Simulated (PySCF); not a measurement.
Molecule: SMILES C#C[Si@@H](C)N=C, C4H7NSi.

Mapped SMILES: `[CH:1]#[C:2][Si@@H:3]([CH3:4])[N:5]=[CH2:6]`. Each H is labelled by its parent atom. Ha(C6) is cis to Si3; Hb(C6) is trans to Si3.

Geometry PBE0-D3(BJ)/def2-SVP throughout; GIAO in PySCF 2.14, gas phase, one conformer, non-relativistic; equivalent atoms averaged; basis pcSseg-1.

(1) How do the absolute shieldings σ depend on the functional? (a selection of nuclei; ppm; last column core-seconds on shared hosts with different chips, so compare them loosely)

(2) Which nucleus among those listed moves most, in ppm?

## Answers

(1) 
```
functional                    kind    C1     C2     C4    Si3      N5  Hb(C6)  H(Si3)  H(C1)  H(C4)  core-s
        HF            Hartree–Fock  82.6  103.8  190.7  417.3  -163.5   23.46   27.39  28.94  31.22     4.8
       LDA                     LDA  73.2   87.4  181.9  340.9  -187.6   22.06   25.80  28.60  30.33      13
       PBE                     GGA  79.6   93.8  180.8  360.3  -163.6   22.59   26.37  28.92  30.72      16
      BLYP                     GGA  77.8   90.4  175.8  352.6  -170.6   22.90   26.69  29.17  30.90      16
      BP86                     GGA  79.4   93.9  180.3  360.2  -161.3   22.70   26.44  28.97  30.78      16
      OPBE                     GGA  88.4  102.9  185.7  384.6  -135.0   22.54   26.44  28.86  30.73      17
       KT2                     GGA  89.1  104.7  183.4  386.8  -131.3   22.89   26.36  28.60  30.70      17
       KT3                     GGA  91.8  105.9  182.5  393.0  -125.2   23.02   26.72  28.84  30.85      16
     B97-D                     GGA  84.4   97.9  179.6  375.2  -145.9   22.96   26.78  29.13  30.94      17
     B3LYP           global hybrid  78.2   92.5  179.8  364.8  -172.9   22.97   26.81  29.12  30.92      11
      PBE0           global hybrid  80.5   96.6  185.1  375.6  -164.8   22.73   26.58  28.90  30.78      21
  mPW1PW91           global hybrid  80.0   96.2  184.1  374.9  -164.0   22.81   26.67  28.96  30.83      21
      WP04           global hybrid  77.5   92.3  172.6  370.7  -160.5   23.48   27.52  29.49  31.09      22
     B97-2           global hybrid  83.7   99.2  184.2  382.5  -151.9   22.93   26.79  29.03  30.90      21
 BHandHLYP           global hybrid  79.3   96.0  184.3  383.5  -173.3   23.12   27.01  29.03  30.98      21
 CAM-B3LYP  range-separated hybrid  77.8   92.9  183.1  368.0  -176.9   22.93   26.81  29.02  30.86      28
   wB97X-D  range-separated hybrid  79.9   97.1  185.2  376.3  -163.9   22.94   26.79  29.02  30.91      28
   LC-wPBE  range-separated hybrid  78.9   96.6  189.5  379.2  -163.1   22.88   26.83  28.98  30.84      35
```

(2) Si3 (silicon bonded to 2 C, N, H): from 340.9 ppm with LDA to 417.3 ppm with HF. The smallest spread is 0.89 ppm, at H(C1). Proton shifts span only some 12 ppm, so a few tenths of a ppm matter as much there as several ppm in carbon.
